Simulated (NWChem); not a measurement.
A series in which one site is exchanged, each optimised at PBE0/def2-SVP with NWChem, gas phase unless a solvent is named. This build's default masses of Se (78.918 u) and Br (79.917 u) are each other's, which moves their modes by up to 0.6 %. Some are not confirmed as minima by frequencies. def2 effective core potentials on Sn; no spin-orbit coupling.

A: [SiH2](Br)F (SiH2BrF; site = Si)
B: FCBr (CH2BrF; site = C)
C: [F][GeH2][Br] (GeH₂BrF; site = Ge)
D: [F][SnH2][Br] (SnH$_{2}$BrF; site = Sn)

```json
[
 {"quantity": "dipole (D), PBE0/def2-SVP", "A": "1.47", "B": "(withheld)", "C": "2.17", "D": "2.92"},
 {"quantity": "orbital gap (eV), PBE0/def2-SVP", "A": "8.88", "B": "(withheld)", "C": "8.14", "D": "7.14"},
 {"quantity": "static polarisability, B3LYP/def2-SVPD (bohr³)", "A": "48.1", "B": "(withheld)", "C": "52.5", "D": "61.8"},
 {"quantity": "lowest singlet excitation, B3LYP/def2-SVPD, TDA (eV)", "A": "6.89", "B": "(withheld)", "C": "6.14", "D": "5.37"}
]
```

Problem. Some entries are withheld; supply them.

Solution. 
- dipole (D), PBE0/def2-SVP, B: 1.77
- orbital gap (eV), PBE0/def2-SVP, B: 8.25
- static polarisability, B3LYP/def2-SVPD (bohr³), B: 37.9
- lowest singlet excitation, B3LYP/def2-SVPD, TDA (eV), B: 6.10
